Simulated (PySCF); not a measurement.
Job file and geometry (Å, from GFN2-xTB) of an NMR shielding run on `C[Si](C)(C)C`, C4H12Si, PySCF 2.14.0, density-fitted response routines, GIAO LC-wPBE/6-311+G(2d,p) NMR shielding, non-relativistic, gas phase; density fitting, a coarse starting grid and PySCF grid level 2 are the driver's defaults:

```
$ OMP_NUM_THREADS=1 python probes_run.py task.json out

{"job": {"kind": "nmr", "xc": "LC-wPBE", "basis": "6-311+G(2d,p)", "pop": false}, "charge": 0, "multiplicity": 1}
C     -0.406572    -1.213421    -1.419378
Si    -0.001168    -0.000673    -0.001754
C      0.008130     1.785545    -0.675355
C     -1.319794    -0.154927     1.370252
C      1.716091    -0.415535     0.721562
H     -1.379676    -1.003559    -1.853159
H     -0.418731    -2.241638    -1.070248
H      0.327027    -1.147965    -2.217335
H      0.242457     2.501867     0.106393
H     -0.958122     2.057909    -1.089187
H      0.746490     1.907664    -1.462097
H     -2.312057     0.075313     0.994143
H     -1.350945    -1.160472     1.779082
H     -1.116988     0.525824     2.191677
H      1.746276    -1.426357     1.117085
H      2.493128    -0.336762    -0.032799
H      1.977455     0.259220     1.531210
```

Q: Write the output of this run.

A: 
```
coarse grid: 13408 points
cycle   1  E = -449.0352253077  dE =  1.856e-01  |g| = 3.590e-01  |ddm| = 2.909e+00
cycle   2  E = -449.0588679440  dE = -2.364e-02  |g| = 1.980e-01  |ddm| = 3.701e-01
cycle   3  E = -449.0670896548  dE = -8.222e-03  |g| = 2.901e-02  |ddm| = 1.426e-01
cycle   4  E = -449.0673871354  dE = -2.975e-04  |g| = 3.606e-03  |ddm| = 5.014e-02
cycle   5  E = -449.0673922811  dE = -5.146e-06  |g| = 1.073e-03  |ddm| = 1.050e-02
final grid: 121224 points
cycle   6  E = -449.0616354760  dE = -7.646e-05  |g| = 7.523e-03  |ddm| = 2.413e-02
cycle   7  E = -449.0616400672  dE = -4.591e-06  |g| = 4.409e-03  |ddm| = 5.607e-03
cycle   8  E = -449.0616431191  dE = -3.052e-06  |g| = 2.808e-04  |ddm| = 2.291e-03
cycle   9  E = -449.0616431479  dE = -2.881e-08  |g| = 1.140e-04  |ddm| = 4.393e-04
cycle  10  E = -449.0616431513  dE = -3.380e-09  |g| = 1.767e-05  |ddm| = 1.383e-04
cycle  11  E = -449.0616431514  dE = -1.719e-10  |g| = 3.675e-06  |ddm| = 5.843e-05
converged SCF energy = -449.0616431514

GIAO shielding tensors (ppm)
atom      isotropic    diamagn.    paramagn.     s11        s22        s33       span
  0 C      193.246     248.037     -54.791    190.674    190.750    198.313      7.639
  1 Si     349.931     883.054    -533.123    349.600    349.910    350.283      0.683
  2 C      193.211     248.066     -54.855    190.619    190.714    198.301      7.682
  3 C      193.213     248.049     -54.835    190.638    190.687    198.315      7.677
  4 C      193.212     248.061     -54.849    190.607    190.714    198.314      7.707
  5 H       32.050      31.202       0.847     28.006     29.476     38.666     10.660
  6 H       32.046      31.199       0.848     28.000     29.468     38.671     10.671
  7 H       32.051      31.207       0.843     28.010     29.480     38.663     10.652
  8 H       32.054      31.220       0.833     28.013     29.483     38.664     10.651
  9 H       32.052      31.216       0.835     28.015     29.474     38.666     10.651
 10 H       32.054      31.218       0.836     28.016     29.479     38.667     10.652
 11 H       32.054      31.214       0.840     28.012     29.474     38.677     10.664
 12 H       32.049      31.210       0.840     28.009     29.470     38.669     10.660
 13 H       32.051      31.218       0.833     28.016     29.485     38.654     10.638
 14 H       32.052      31.219       0.832     28.016     29.472     38.668     10.652
 15 H       32.054      31.217       0.837     28.012     29.477     38.672     10.660
 16 H       32.055      31.225       0.830     28.018     29.486     38.662     10.644
```

Size and cost of the density-fitted run: 215 basis functions, roughly 29 core-seconds.
